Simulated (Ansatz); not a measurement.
Consider the substitution at a C–O bond: `OC([SiH3])Cl` + H₂Te → `[SiH3]C(Cl)[TeH]` + H₂O.

Calculated with Ansatz (gas phase, PBE0-D4/def2-TZVP geometries, no zero-point term in ΔE). CCSD(T)/CBS adds triple-zeta CCSD(T) − MP2 to the extrapolated MP2 energy (def2 sets, frozen cores). This one scheme is used for every species. Elements past krypton have def2 core potentials. For Te outer-core shells are correlated without core-valence functions, which leaves a few kJ/mol of doubt a bond. One conformer a species, not always the lowest.

```
           species  CCSD(T)/CBS(def2) energy (Eh)
    `OC([SiH3])Cl`                     -865.07237
              H₂Te                     -268.91024
`[SiH3]C(Cl)[TeH]`                    -1057.62493
               H₂O                      -76.37941
```

(1) Work out ΔE.

Largest T1 diagnostic among the species: 0.011.

Results:

(1) ΔE = (-1057.62493) + (-76.37941) − (-865.07237) − (-268.91024) = -0.02173 Eh = -0.59 eV.

In def2-TZVPP, CCSD(T) changes the Hartree–Fock value by −0.30 eV (the triples alone add −0.04 eV) and MP2 by −0.47 eV. The D4 term adds −0.13 eV with B3LYP and −0.07 eV with PBE0; it sums over pairs of atoms, weighted by their polarisabilities, and B3LYP, whose exchange is more repulsive, gets the larger term.

B3LYP here is the variant with VWN-RPA as its local correlation; programs differ in this.
